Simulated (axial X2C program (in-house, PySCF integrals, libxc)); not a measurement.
# Spin–orbit effects along a row: molecules with K (ions), HF

All values come from calculations with an in-house all-electron X2C program for linear molecules (integrals from PySCF), spin-free (one-electron X2C) or two-component (2c: spin–orbit coupling with atomic mean-field Coulomb and Gaunt terms, which also bring small scalar terms), in Dyall basis sets with cores contracted in-house; open shells are unrestricted.

Basis sets: Cl dyall-av3z, K dyall-cv3z, Na dyall-cv3z, P dyall-v3z, S dyall-av3z, Si dyall-v3z.

```
molecule   spin-free state  Re (Å)  ωe (cm⁻¹)  De (eV)  2c state  Re 2c (Å)  ωe 2c (cm⁻¹)  De 2c (eV)
    NaK⁺  M_S = 1/2, Λ = 0   4.263       85.3     0.51   Ω = 1/2      4.263          85.3        0.51
    KSi⁺                 ?       ?          ?        ?         ?          ?             ?           ?
     KP⁺  M_S = 3/2, Λ = 0   3.681       70.4     0.10   Ω = 3/2      3.681          70.4        0.10
     KS⁺    M_S = 1, Λ = 0   3.441      103.8     0.28     Ω = 1      3.442         103.6        0.28
    KCl⁺  M_S = 1/2, Λ = 1   3.388       85.1     0.01   Ω = 3/2      3.388          85.1         n/a
```

Task: Estimate the 2c Re and ωe of KSi⁺ as the mean of its neighbours in the table.

Result: Re ≈ 3.972 Å, ωe ≈ 77.8 cm⁻¹. The HF runs give the row below, so the estimate misses by 0.218 Å and -14.0 cm⁻¹.

```csv
molecule,spin-free state,Re (Å),ωe (cm⁻¹),De (eV),2c state,Re 2c (Å),ωe 2c (cm⁻¹),De 2c (eV)
KSi⁺,"M_S = 1, Λ = 1",3.754,91.8,0.17,Ω = 2,3.754,91.8,0.16
```

Fragments in 2c: K+ + Na, K+ + Si, K+ + P, K+ + S, K+ + Cl. Each entry is the lowest single determinant of a limited PBE0 search at one distance. De goes to single-determinant-based atoms at the same level (for ions the charge split of lowest energy) and is withheld (n/a) where an atom does not fit its ground term or J level. Main or longest-lived isotopes. One determinant is a doubtful description, or other states lie close, for KSi⁺, KP⁺, KS⁺, KCl⁺; these need not be ground states, and all values refer to the states named. Some open-shell Ω = 0 determinants are out of reach, so the Ω given for KSi⁺, KS⁺ need not be the lowest component. With several unpaired electrons the Ω given is that of one determinant, not necessarily of the lowest component. Some light 2c atoms are not at their ground J level, so De misses part of their lowering (0.04 eV or less). Where the atoms have a lower orbital projection than the molecule, De at mean-field level may be about a tenth of an eV too small.
